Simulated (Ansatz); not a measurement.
Consider the formal exchange of groups at the Si–N bond: `N[SiH2]N[SiH2]O` + `CBN` → `CB(N)[SiH2]O` + `N[SiH2]N`.

Calculated with Ansatz (gas phase, PBE0-D4/def2-TZVP geometries, no zero-point term in ΔE). CBS: MP2 limit from def2 TZ/QZ plus the TZ coupled-cluster correction, frozen cores. This one scheme is used for every species. Functionals use def2-TZVPP. B3LYP here is the variant with VWN-RPA as its local correlation; programs differ in this. Each species was taken in one conformer, which may not be the lowest.

```tsv
level	ΔE (kcal/mol)	difference from CCSD(T)/CBS
PBE-D4	21.0	-4.2
r2SCAN-D4	24.1	-1.1
PBE0-D4	22.6	-2.6
B3LYP-D4	24.6	-0.6
ωB97M-V	25.6	0.4
B2PLYP	25.6	0.4
r2SCAN	24.1	-1.1
PBE0	22.5	-2.7
HF/def2-TZVPP	28.5	3.3
SCS-MP2/def2-TZVPP	26.8	1.6
CCSD/def2-TZVPP	25.6	0.4
CCSD(T)/def2-TZVPP	25.3	0.1
HF/def2-QZVPP	28.8	3.6
MP2/def2-QZVPP	26.7	1.5
HF/CBS(def2)	28.8	3.6
MP2/CBS(def2)	26.6	1.4
CCSD(T)/CBS	25.2	0
```

Largest T1 diagnostic among the species: 0.012.

From PBE to PBE0 (25 % exact exchange), in def2-TZVPP and without D4, ΔE moves by +1.6 kcal/mol. In def2-TZVPP, CCSD(T) changes the Hartree–Fock value by −3.3 kcal/mol (the triples alone add −0.4 kcal/mol) and MP2 by −1.8 kcal/mol.
